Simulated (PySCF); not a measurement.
PySCF job for C4H8Cl, SMILES ClC(C)([CH2])C, multiplicity 2, TDA-PBE/def2-SVPD. Coordinates come from a B3LYP-D3(BJ)/def2-SVP optimisation. The isomer is the one that the SMILES or the coordinates give; other isomers of the formula were not compared.

```python
import numpy as np
from pyscf import gto, scf, dft, tdscf

mol = gto.M(
    atom='''
    C     0.69377057    1.51902691    0.00000000
    C     0.43805194    0.07281820   -0.00000000
    C     0.90195901   -0.62927507    1.26968436
    C     0.90195901   -0.62927507   -1.26968435
    Cl   -1.47770879   -0.07806634   -0.00000000
    H     0.67674886    2.07717387    0.93904478
    H     0.67674885    2.07717387   -0.93904478
    H     0.49320655   -0.13618678    2.16306823
    H     0.58035469   -1.68035688    1.27387531
    H     2.00299305   -0.59695122    1.32400893
    H     0.58035470   -1.68035688   -1.27387531
    H     0.49320655   -0.13618678   -2.16306822
    H     2.00299305   -0.59695122   -1.32400893
    ''',
    basis='def2-SVPD',
    charge=0,
    spin=1,
    max_memory=1600,
    verbose=4,
)
mf = dft.UKS(mol, xc='pbe').density_fit(auxbasis='def2-universal-jkfit')
mf.grids.level = 3
mf.conv_tol = 1e-9
mf.max_cycle = 100
mf.kernel()
fine, coarse = mf.grids, dft.Grids(mol).set(level=1).build(with_non0tab=True)
for _ in range(3):  # follow internal instabilities
    mf.grids = coarse
    mo, _, stable, _ = mf.stability(return_status=True, nroots=4)
    mf.grids = fine
    if stable:
        break
    mf.kernel(mf.make_rdm1(mo, mf.mo_occ))
mf.grids = dft.Grids(mol).set(level=1).build(with_non0tab=True)  # coarser grid for the response kernel
td = tdscf.TDA(mf)
td.nstates = 10
td.conv_tol = 1e-4
td.positive_eig_threshold = 1e-6
td.kernel(x0=td.get_init_guess(mf, 15))
td.analyze()
```

Output:

```
PySCF version 2.14.0

[INPUT] verbose = 4
[INPUT] num. atoms = 13
[INPUT] num. electrons = 49
[INPUT] charge = 0
[INPUT] spin (= nelec alpha-beta = 2S) = 1
[INPUT] symmetry False subgroup None
[INPUT] Mole.unit = angstrom
[INPUT] Symbol           X                Y                Z      unit          X                Y                Z       unit  Magmom
[INPUT]  1 C      0.693770570000   1.519026910000   0.000000000000 AA    1.311036370583   2.870544835744   0.000000000000 Bohr   0.0
[INPUT]  2 C      0.438051940000   0.072818200000   0.000000000000 AA    0.827798194934   0.137606454884   0.000000000000 Bohr   0.0
[INPUT]  3 C      0.901959010000  -0.629275070000   1.269684360000 AA    1.704455504484  -1.189157539317   2.399355705044 Bohr   0.0
[INPUT]  4 C      0.901959010000  -0.629275070000  -1.269684350000 AA    1.704455504484  -1.189157539317  -2.399355686146 Bohr   0.0
[INPUT]  5 Cl    -1.477708790000  -0.078066340000   0.000000000000 AA   -2.792464904962  -0.147524002147   0.000000000000 Bohr   0.0
[INPUT]  6 H      0.676748860000   2.077173870000   0.939044780000 AA    1.278870000512   3.925289727403   1.774537452902 Bohr   0.0
[INPUT]  7 H      0.676748850000   2.077173870000  -0.939044780000 AA    1.278869981614   3.925289727403  -1.774537452902 Bohr   0.0
[INPUT]  8 H      0.493206550000  -0.136186780000   2.163068230000 AA    0.932025302342  -0.257355715986   4.087606543448 Bohr   0.0
[INPUT]  9 H      0.580354690000  -1.680356880000   1.273875310000 AA    1.096711419207  -3.175414294729   2.407275452745 Bohr   0.0
[INPUT] 10 H      2.002993050000  -0.596951220000   1.324008930000 AA    3.785108293907  -1.128074315525   2.502014264178 Bohr   0.0
[INPUT] 11 H      0.580354700000  -1.680356880000  -1.273875310000 AA    1.096711438104  -3.175414294729  -2.407275452745 Bohr   0.0
[INPUT] 12 H      0.493206550000  -0.136186780000  -2.163068220000 AA    0.932025302342  -0.257355715986  -4.087606524550 Bohr   0.0
[INPUT] 13 H      2.002993050000  -0.596951220000  -1.324008930000 AA    3.785108293907  -1.128074315525  -2.502014264178 Bohr   0.0

nuclear repulsion = 227.819114067682
number of shells = 75
number of NR pGTOs = 245
number of NR cGTOs = 171
basis = def2-SVPD
ecp = {}


[settings echo left out]
init E= -616.735492551476
  alpha nocc = 25  HOMO = -0.218092030717506  LUMO = -0.0689206662433528
  beta  nocc = 24  HOMO = -0.325851206968498  LUMO = -0.218092030717504

WARN: HOMO -0.218092030717506 >= LUMO -0.218092030717504

cycle= 1 E= -616.675039560483  delta_E= 0.0605  |g|= 0.319  |ddm|= 4.78
  alpha nocc = 25  HOMO = -0.152240255013012  LUMO = 0.00847912789385274
  beta  nocc = 24  HOMO = -0.197542518346342  LUMO = -0.0952359481221912
  HOMO = -0.152240255013  LUMO = -0.0952359481222  gap/eV = 1.55117
cycle= 2 E= -616.625257156167  delta_E= 0.0498  |g|= 0.445  |ddm|= 1.19
  alpha nocc = 25  HOMO = -0.191786525312113  LUMO = -0.0207167931709362
  beta  nocc = 24  HOMO = -0.251797940784709  LUMO = -0.129706518422846
  HOMO = -0.191786525312  LUMO = -0.129706518423  gap/eV = 1.68928
cycle= 3 E= -616.734528015933  delta_E= -0.109  |g|= 0.0283  |ddm|= 0.65
  alpha nocc = 25  HOMO = -0.200345423716179  LUMO = -0.0224522443189206
  beta  nocc = 24  HOMO = -0.253519131806353  LUMO = -0.134150674801582
  HOMO = -0.200345423716  LUMO = -0.134150674802  gap/eV = 1.80125
cycle= 4 E= -616.734751565782  delta_E= -0.000224  |g|= 0.0208  |ddm|= 0.116
  alpha nocc = 25  HOMO = -0.196680956315246  LUMO = -0.0220885605203511
  beta  nocc = 24  HOMO = -0.253754403846257  LUMO = -0.12935493817476
  HOMO = -0.196680956315  LUMO = -0.129354938175  gap/eV = 1.83203
cycle= 5 E= -616.734983290616  delta_E= -0.000232  |g|= 0.00487  |ddm|= 0.0462
  alpha nocc = 25  HOMO = -0.197316976882019  LUMO = -0.0216349776080684
  beta  nocc = 24  HOMO = -0.252712841542633  LUMO = -0.129282474776077
  HOMO = -0.197316976882  LUMO = -0.129282474776  gap/eV = 1.85131
cycle= 6 E= -616.734994804606  delta_E= -1.15e-05  |g|= 0.00244  |ddm|= 0.0161
  alpha nocc = 25  HOMO = -0.197407518747037  LUMO = -0.0217954225769001
  beta  nocc = 24  HOMO = -0.253313655218657  LUMO = -0.129098507606593
  HOMO = -0.197407518747  LUMO = -0.129098507607  gap/eV = 1.85878
cycle= 7 E= -616.734998062893  delta_E= -3.26e-06  |g|= 0.00129  |ddm|= 0.00743
  alpha nocc = 25  HOMO = -0.19746123162778  LUMO = -0.0218682727056199
  beta  nocc = 24  HOMO = -0.253166384629298  LUMO = -0.129073601568595
  HOMO = -0.197461231628  LUMO = -0.129073601569  gap/eV = 1.86092
cycle= 8 E= -616.734998973613  delta_E= -9.11e-07  |g|= 0.000479  |ddm|= 0.003
  alpha nocc = 25  HOMO = -0.197414643025312  LUMO = -0.0217942535838862
  beta  nocc = 24  HOMO = -0.253105445442432  LUMO = -0.129010583361333
  HOMO = -0.197414643025  LUMO = -0.129010583361  gap/eV = 1.86137
cycle= 9 E= -616.73499908749  delta_E= -1.14e-07  |g|= 0.000132  |ddm|= 0.00141
  alpha nocc = 25  HOMO = -0.197432972918463  LUMO = -0.0218135713741172
  beta  nocc = 24  HOMO = -0.253125786335666  LUMO = -0.129028828661859
  HOMO = -0.197432972918  LUMO = -0.129028828662  gap/eV = 1.86137
cycle= 10 E= -616.734999097091  delta_E= -9.6e-09  |g|= 3.91e-05  |ddm|= 0.000478
  alpha nocc = 25  HOMO = -0.197430185292982  LUMO = -0.0218131800456396
  beta  nocc = 24  HOMO = -0.253127338275822  LUMO = -0.129027777888742
  HOMO = -0.197430185293  LUMO = -0.129027777889  gap/eV = 1.86132
cycle= 11 E= -616.734999098091  delta_E= -1e-09  |g|= 8.21e-06  |ddm|= 0.000179
  alpha nocc = 25  HOMO = -0.197429329623092  LUMO = -0.0218130674849673
  beta  nocc = 24  HOMO = -0.253126602215402  LUMO = -0.129027473037019
  HOMO = -0.197429329623  LUMO = -0.129027473037  gap/eV = 1.86131
cycle= 12 E= -616.734999098131  delta_E= -3.93e-11  |g|= 3.04e-06  |ddm|= 4.27e-05
  alpha nocc = 25  HOMO = -0.197429654813453  LUMO = -0.0218131550932328
  beta  nocc = 24  HOMO = -0.253126298987001  LUMO = -0.129028149218025
  HOMO = -0.197429654813  LUMO = -0.129028149218  gap/eV = 1.86130
Extra cycle  E= -616.734999098131  delta_E= -2.27e-13  |g|= 3.12e-06  |ddm|= 1.86e-05
converged SCF energy = -616.734999098131  <S^2> = 0.7541475  2S+1 = 2.0041432
tot grids = 46816
uhf_internal: lowest eigs of H = [1.00101999 1.01027379 1.01597172 1.01959143]
<class 'pyscf.df.df_jk.DFUKS'> wavefunction is stable in the internal stability analysis
tot grids = 46816
Overwritten attributes  positive_eig_threshold  of <class 'pyscf.tdscf.uks.TDA'>


******** <class 'pyscf.tdscf.uks.TDA'> for <class 'pyscf.df.df_jk.DFUKS'> ********
nstates = 10
deg_eia_thresh = 1.000e-03
wfnsym = None
conv_tol = 0.0001
eigh lindep = 1e-12
eigh level_shift = 0
eigh max_cycle = 100


Excitation energies (eV)
[3.37537541 3.56762903 4.63930729 5.24454367 5.26477238 5.28782736
 5.69994279 5.70320486 5.94508507 6.1187798 ]

** Excitation energies and oscillator strengths **
Excited State   1:      3.37538 eV    367.32 nm  f=0.0002
      24b ->   25b      0.99758
Excited State   2:      3.56763 eV    347.53 nm  f=0.0069
      25a ->   26a     -0.19358
      23b ->   25b      0.97729
Excited State   3:      4.63931 eV    267.25 nm  f=0.0318
      25a ->   26a     -0.89071
      20b ->   25b     -0.17168
      22b ->   25b     -0.37855
      23b ->   25b     -0.15543
Excited State   4:      5.24454 eV    236.41 nm  f=0.0022
      21b ->   25b     -0.99561
Excited State   5:      5.26477 eV    235.50 nm  f=0.0033
      25a ->   27a      0.93092
      20b ->   25b     -0.19244
      22b ->   25b      0.28768
Excited State   6:      5.28783 eV    234.47 nm  f=0.0328
      25a ->   26a     -0.23062
      25a ->   27a     -0.36185
      20b ->   25b     -0.42264
      22b ->   25b      0.77973
Excited State   7:      5.69994 eV    217.52 nm  f=0.0670
      23a ->   26a     -0.17046
      25a ->   26a     -0.28143
      20b ->   25b      0.85114
      22b ->   25b      0.33632
Excited State   8:      5.70320 eV    217.39 nm  f=0.0006
      19b ->   25b      0.99118
Excited State   9:      5.94509 eV    208.55 nm  f=0.0001
      24a ->   26a     -0.79734
      24b ->   26b     -0.59718
Excited State  10:      6.11878 eV    202.63 nm  f=0.0019
      23a ->   26a      0.71529
      23b ->   26b      0.68638

** Transition electric dipole moments (AU) **
state          X           Y           Z        Dip. S.      Osc.
  1         0.0000      0.0000     -0.0511      0.0026      0.0002
  2        -0.2024     -0.1936     -0.0000      0.0785      0.0069
  3         0.3025      0.4343      0.0000      0.2801      0.0318
  4         0.0000     -0.0000      0.1296      0.0168      0.0022
  5        -0.1569      0.0255     -0.0000      0.0253      0.0033
  6         0.4948      0.0923     -0.0000      0.2533      0.0328
  7         0.5301      0.4457     -0.0000      0.4797      0.0670
  8         0.0000      0.0000      0.0644      0.0042      0.0006
  9         0.0000      0.0000      0.0312      0.0010      0.0001
 10         0.1068      0.0343     -0.0000      0.0126      0.0019

** Transition velocity dipole moments (imaginary part, AU) **
state          X           Y           Z        Dip. S.      Osc.
  1        -0.0000      0.0000     -0.0211      0.0004      0.0024
  2         0.0248     -0.0090     -0.0000      0.0007      0.0035
  3         0.0119      0.0291      0.0000      0.0010      0.0039
  4        -0.0000      0.0000      0.0109      0.0001      0.0004
  5        -0.0640     -0.0004     -0.0000      0.0041      0.0141
  6         0.0216      0.0144     -0.0000      0.0007      0.0023
  7         0.0118      0.0316     -0.0000      0.0011      0.0036
  8         0.0000      0.0000      0.0059      0.0000      0.0001
  9         0.0000      0.0000      0.0151      0.0002      0.0007
 10         0.0052      0.0008     -0.0000      0.0000      0.0001

** Transition magnetic dipole moments (imaginary part, AU) **
state          X           Y           Z
  1         0.1504     -0.1776     -0.0000
  2         0.0000     -0.0000      0.0579
  3        -0.0000     -0.0000     -0.5364
  4        -0.1694     -0.1424     -0.0000
  5         0.0000      0.0000     -0.6598
  6         0.0000      0.0000      0.0009
  7         0.0000      0.0000      0.0989
  8        -0.0362     -0.4090      0.0000
  9        -0.0153      0.0573     -0.0000
 10        -0.0000     -0.0000     -0.0362
```

Self-consistency was reached.

Cost: very roughly 6 core-minutes.
